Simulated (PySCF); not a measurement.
C3H8N, SMILES CC[N]C, multiplicity 2. Atoms are numbered in the order given.

```xyz
12

C      0.1571     1.8834     0.0000
C     -0.4604     0.4895     0.0000
N      0.5441    -0.5430     0.0000
C     -0.0209    -1.8636     0.0000
H     -0.6223     2.6614     0.0000
H      0.7904     2.0219    -0.8895
H      0.7904     2.0219     0.8895
H     -1.1280     0.3608    -0.8811
H     -1.1280     0.3608     0.8811
H      0.7719    -2.6263     0.0000
H     -0.6687    -2.0279     0.8871
H     -0.6687    -2.0279    -0.8871
```
Charge 0, spin multiplicity 2.

Geometry: TPSSh-D3(BJ)/def2-SVP. The isomer is the one that the SMILES or the coordinates give; other isomers of the formula were not compared. Other conformers were not sampled.

These are B3LYP/pcH-1 run with PySCF values and carry that method's errors.

Unrestricted Kohn–Sham, ⟨S²⟩ = 0.754. Hyperfine tensors hold the contact and dipolar terms, without spin-orbit corrections.

Task: Estimate the hyperfine couplings. (Estimate from the structure and the level; the computed values follow.)

Result: 
```
nucleus    A(iso) (MHz)  A(iso) (G)  dipolar principal values (MHz)
---------  ------------  ----------  ------------------------------
13C no. 1          -2.2        -0.8                 -0.9, -0.9, 1.8
13C no. 2         -33.1       -11.8                 -2.9, -1.3, 4.2
14N no. 3          34.8        12.4              -43.4, -42.5, 85.9
13C no. 4         -34.0       -12.1                 -3.0, -1.5, 4.5
1H no. 5           -3.1        -1.1                 -1.8, -1.6, 3.4
1H no. 6           -1.5        -0.5                 -3.2, -3.0, 6.2
1H no. 7           -1.5        -0.5                 -3.2, -3.0, 6.2
1H no. 8          116.0        41.4                 -5.8, -4.1, 9.8
1H no. 9          116.0        41.4                 -5.8, -4.1, 9.8
1H no. 10           0.2         0.1                -5.6, -4.8, 10.5
1H no. 11         118.2        42.2                 -5.6, -4.2, 9.8
1H no. 12         118.2        42.2                 -5.6, -4.2, 9.8
```
